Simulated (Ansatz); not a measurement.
Input file for Ansatz (a program for electronic structure): R-BLYP/def2-TZVPP on BH5O2Si (SMILES OB(O)[SiH3]), a point of a torsion scan.

Ansatz 0.2 input:
```yaml
crystal:
  periodic: [false, false, false]
  atoms:
    - {symbol: O, position_ang: [-1.46545836, -1.09447146, -0.14043202]}
    - {symbol: B, position_ang: [-0.69551400, -0.01092890, 0.09156223]}
    - {symbol: O, position_ang: [-1.36192719, 1.13289562, 0.43161641]}
    - {symbol: Si, position_ang: [1.26231648, -0.19926349, -0.08532492]}
    - {symbol: H, position_ang: [-2.41010790, -0.95102108, -0.04253441]}
    - {symbol: H, position_ang: [-0.84654286, 1.91834206, 0.60268372]}
    - {symbol: H, position_ang: [1.82690802, 0.69961623, -1.10960924]}
    - {symbol: H, position_ang: [1.73130799, -1.54452705, -0.42113803]}
    - {symbol: H, position_ang: [1.98071477, 0.19154915, 1.14270054]}
basis:
  gaussian:
    orbitals: def2-TZVPP
hamiltonian:
  xc: {name: BLYP}
scf: {lower_state_search: off}
```

It printed:

```
WARN ansatz: RAYON_NUM_THREADS=1 ignored (pool sized by the plan → 1); use --threads N
Functional definition: BLYP
these checks for a lower state are left out or cut short: stability, starts, cluster_reference, orbital_swaps, neighbouring_geometries, increment
integrals: 0.11 GiB planned
1054 factors; their error is unknown
mean field: 0.78 GiB planned
mean field evaluation 1: about -12722.0368 eV, gradient 8.2e1 eV
mean field evaluation 2: about -12682.9578 eV, gradient 1.6e2 eV
mean field evaluation 4: about -12732.9419 eV, gradient 7.5e0 eV
mean field evaluation 8: about -12733.0730 eV, gradient 2.5e-1 eV
mean field evaluation 16: about -12733.0528 eV, gradient 6.6e-5 eV
mean field -12733.05282223 eV, -467.9310604439 hartree, gradient 5.0e-6 eV, S^2 0.000000; 0 other end points of the search recorded, 0 dependent functions left out
reference -12733.05317400 eV, -467.9310733711 hartree; 20, 20 occupied and 185, 185 virtual orbitals, 1054 factors
Total energy: -12733.05317400 eV, -467.9310733711 hartree
Checks for a lower state left out: stability, starts, cluster_reference, orbital_swaps, neighbouring_geometries, increment
```

Self-consistency was reached.

Cost: very roughly 1.8 core-seconds.
